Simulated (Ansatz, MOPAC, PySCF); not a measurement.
Species: SrO, charge 0, multiplicity 1. SMILES: [O]=[Sr]
Coordinates optimised at B3LYP-D3(BJ)/def2-TZVP (Ansatz, a first-principles code):
```xyz
2

Sr     0.0000     0.0000    -0.3369
O      0.0000     0.0000     1.6002
```

Quantity: vertical electron affinity to the doublet, in eV. Conventions: def2 sets with scalar-relativistic core potentials past Kr; LANL2DZ with its own core potentials from Na on; UHF or UKS for open shells; no spin-orbit coupling; each state is the SCF solution reached for its charge and spin; PM7 with its own dispersion and hydrogen-bond terms; STO-3G and 3-21G all-electron and non-relativistic; valence correlation only (noble-gas shells and the d and f shells of earlier blocks; the outer core of K, Ca and congeners matters and is frozen too); six Cartesian d functions in 6-31G* and its kin unless marked 5d. Ab initio and DFT rows: single points at B3LYP-D3(BJ) geometries (Ansatz). Semi-empirical rows: differences of heats of formation at the shared geometry for vertical values. A UHF reference is markedly spin-contaminated in at least one set, which strains HF and MP2.

```tsv
level	program	vertical electron affinity to the doublet (eV)
AM1	MOPAC	2.13
PM7	MOPAC	0.85
HF/6-31G* with LANL2DZ past Ar	Ansatz	3.08
PBE/6-31G* with LANL2DZ past Ar	Ansatz	1.02
B3LYP/STO-3G	Ansatz	-4.48
B3LYP/3-21G	Ansatz	1.42
B3LYP/6-31G* with LANL2DZ past Ar	Ansatz	1.37
M06-2X/6-31G* with LANL2DZ past Ar (5d)	PySCF	1.89
MP2/6-31G* with LANL2DZ past Ar	Ansatz	-0.16
B3LYP/def2-TZVPD	Ansatz	0.71
PBE0/def2-TZVPD	Ansatz	0.68
```

No value to compare with is used here. The 9 habitual levels span -4.48 (B3LYP/STO-3G) to 3.08 eV (HF/6-31G* with LANL2DZ past Ar); PBE0/def2-TZVPD gives 0.68.

The levels are drawn from those run, B3LYP/6-31G* more often than the rest, none by its result; runs whose electronic state is in doubt are left out.
